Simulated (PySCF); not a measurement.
**Vertical excitation energies**

Compound: SiEt2(NMe2)2, C8H22N2Si.
InChI=1S/C8H22N2Si/c1-7-11(8-2,9(3)4)10(5)6/h7-8H2,1-6H3

The calculation used TDDFT B3LYP/def2-SVPD, vertical, gas phase, core orbitals frozen in the response in PySCF. The structure is a single PBE0-D3(BJ)/def2-SVP conformer in the gas phase; no vibrational or solvent corrections.

Task: What does the calculation give for the low-lying excited states?

Result: 

```csv
state,E (eV),λ (nm),f,|μ| (D),"main configurations (H = HOMO, L = LUMO)"
S1,5.14,241.2,0.0081,0.65,H→L (95%)
S2,5.32,233.2,0.0042,0.46,"H-1→L (83%), H→L+1 (14%)"
S3,5.70,217.7,0.0033,0.39,"H→L+1 (84%), H-1→L (14%)"
S4,5.79,214.1,0.015,0.81,"H→L+2 (82%), H-1→L+1 (13%)"
S5,5.86,211.5,0.0058,0.51,H→L+3 (95%)
S6,5.88,210.9,0.014,0.80,"H-1→L+1 (80%), H→L+2 (14%)"
S7,6.02,206.1,0.027,1.09,H-1→L+2 (92%)
S8,6.06,204.5,0.026,1.06,"H-1→L+3 (87%), H→L+5 (8%)"
S9,6.31,196.6,0.0040,0.41,H→L+4 (92%)
S10,6.40,193.8,0.015,0.77,"H→L+5 (88%), H-1→L+3 (9%)"
```

Triplets (Tamm–Dancoff): T1 5.08 eV, H→L (92%); T2 5.24 eV, H-1→L (77%), H→L+1 (18%); T3 5.67 eV, H→L+1 (78%), H-1→L (19%); T4 5.74 eV, H→L+2 (75%), H-1→L+1 (16%).

The lowest singlet comes at 241 nm (496 kJ/mol) in the ultraviolet; it is weak; its leading configuration is HOMO→LUMO (95%). The most intense listed level is S7 at 6.02 eV (206 nm, f = 0.027), 0.88 eV above S1. Löwdin shares by element: HOMO nitrogen 54%, silicon 5%, carbon 5% or more (atoms not listed hold the other 37%); LUMO carbon 24% or more (atoms not listed hold the other 76%). The listed states span 1.26 eV, and the widest gap between neighbours is 0.38 eV (S2 to S3). Of the 10 states listed, 5 reach f = 0.01 and none stays under 0.0005. The oscillator strengths of these states sum to 0.122; summed over the whole spectrum of an exact calculation they would give the number of electrons, 98 (Thomas–Reiche–Kuhn). Only the lowest 10 singlets were computed, as vertical energies without vibronic structure.

Without π bonds the low states may be Rydberg-like; a valence basis with one diffuse set may place them up to an eV too high.
